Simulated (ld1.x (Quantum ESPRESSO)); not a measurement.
**Before and after: TM potential for lithium (Li)**

Li (Z = 3), norm-conserving Troullier–Martins (Kleinman–Bylander form), made with ld1.x (Quantum ESPRESSO) 7.5 (PBEsol, non-relativistic). Core none, reference 1s2 2s0 2p0 (charge +1). Waves: 1s (bound): rc 0.50 bohr; 2p (bound, empty): rc 3.45 bohr. Local part: all-electron potential smoothed inside 2.45 bohr (lloc = -1). Core correction: none.

All-electron outer shells of the reference configuration (PBEsol, non-relativistic, ld1.x):

| shell | level (eV) | outermost node (bohr) | outermost maximum (bohr) |
| --- | --- | --- | --- |
| 1s | -59.84 | – | 0.36 |
| 2s | -6.69 | 0.82 | 2.59 |
| 2p | -4.66 | – | 2.59 |

Change: all radii scaled by about 0.85 (s 0.42, p 2.94 bohr); local potential all-electron potential smoothed inside 2.08 bohr (lloc = -1).

Cutoffs: the cutoffs (Ry, on a coarse ladder) from which the occupation-weighted sum of valence levels, in a spherical-Bessel basis at the reference potential, stays within 10 and 1 mRy of its value at 400 Ry; they do not see the model core or the augmentation charge, which bear on the density cutoff. Errors are all-electron minus pseudo energies relative to the spin-unpolarised reference configuration.

Question: How do hardness, ghosts and transferability respond?

Answer: Of the 4 tests that both files solve, the error grows in 0 and shrinks in 4 by more than 15 % and 0.3 meV (median size 125.0 → 92.3 meV); neither file shows a bound ghost. Less of the atom is replaced, so other configurations are described better.

| quantity | base | changed |
| --- | --- | --- |
| cutoff, loose | 260 Ry | over 300 Ry |
| cutoff, tight | 300 Ry | over 300 Ry |
| bound ghosts | none | none |
| error for 1s2 2s1 2p0, meV [ΔE -5.19 eV] | -150 | -111 |
| error for 1s2 2s0.5 2p0, meV [ΔE -3.17 eV] | -100 | -74 |
| error for 1s2 2s0 2p1, meV [ΔE -3.43 eV] | +1.9 | +0.3 |
| error for 1s1 2s1 2p0, meV [ΔE 62.58 eV] | -886 | -717 |
